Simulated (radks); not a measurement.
Question: Ag, configuration [Kr] 4d10 5p1 (not the ground configuration). All-electron calculation, Dirac Kohn-Sham, B86b exchange with PBE correlation, spin-unpolarised, spherical densities, point nucleus; open shells fill j = l - 1/2 first. Program: a radial shooting solver on a logarithmic mesh with Libxc functionals. Some entries of the table are withheld. Estimate them.

orbital,occ.,eigenvalue (hartree),<1/r> (bohr^-1)
1s1/2,2,-930.5178,49.44
2s1/2,2,-137.0243,11.39
2p1/2,2,(1),11.37
2p3/2,4,(2),10.68
3s1/2,2,(3),3.984
3p1/2,2,-21.32475,3.889
3p3/2,4,-20.18745,3.722
3d3/2,4,(4),3.557
3d5/2,6,(5),3.514
4s1/2,2,-3.56176,1.520
4p1/2,2,-2.35094,(6)
4p3/2,4,-2.16428,(7)
4d3/2,4,-0.35495,(8)
4d5/2,6,-0.33428,(9)
5p1/2,1,-0.06395,(10)
5p3/2,0,-0.05863,(11)

Answer: 
(1) 2p1/2 eigenvalue (hartree): -127.3352
(2) 2p3/2 eigenvalue (hartree): -120.8903
(3) 3s1/2 eigenvalue (hartree): -25.17850
(4) 3d3/2 eigenvalue (hartree): -13.36749
(5) 3d5/2 eigenvalue (hartree): -13.13850
(6) 4p1/2 <1/r> (bohr^-1): 1.396
(7) 4p3/2 <1/r> (bohr^-1): 1.342
(8) 4d3/2 <1/r> (bohr^-1): 0.9852
(9) 4d5/2 <1/r> (bohr^-1): 0.9687
(10) 5p1/2 <1/r> (bohr^-1): 0.2781
(11) 5p3/2 <1/r> (bohr^-1): 0.2646
